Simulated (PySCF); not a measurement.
BrGaH3N. Atoms are numbered in the order given.

```xyz
6

Ga     0.4140    -0.8846     0.0000
H      1.8953    -1.3367     0.0000
Br    -0.1344     1.3526     0.0000
N     -1.0136    -1.9889     0.0000
H     -1.9742    -1.6579     0.0000
H     -0.9546    -3.0031     0.0000
```

Coordinates come from a TPSSh-D3(BJ)/def2-SVP optimisation. Other conformers were not sampled.

Calculation: C-PCM-PBE0/def2-SVP run with PySCF 2.14.0.

The values are the electrostatic part of the solvation free energy, E(continuum) − E(gas) at the gas-phase geometry, in a cavity of scaled van der Waals radii (PySCF's table); cavitation and dispersion terms are not included. A continuum can't describe solvent molecules that bind to the metal. In vacuum the orbital gap is 6.88 eV. The dipole moment in vacuum is 2.69 D.

```json
[
 {"solvent": "water", "ε": "78.36", "ΔG(elec) (kcal/mol)": "-4.5", "dipole (D)": "3.45", "gap (eV)": "6.95"},
 {"solvent": "diethylether", "ε": "4.24", "ΔG(elec) (kcal/mol)": "___", "dipole (D)": "___", "gap (eV)": "___"},
 {"solvent": "n-hexane", "ε": "1.88", "ΔG(elec) (kcal/mol)": "-2.0", "dipole (D)": "3.00", "gap (eV)": "6.92"}
]
```

**Question.** Complete the blanks. (The exact figures need the calculation; the answer reports its results.)

**Answer.** 
- diethylether, ΔG(elec) (kcal/mol): -3.4
- diethylether, dipole (D): 3.24
- diethylether, gap (eV): 6.94
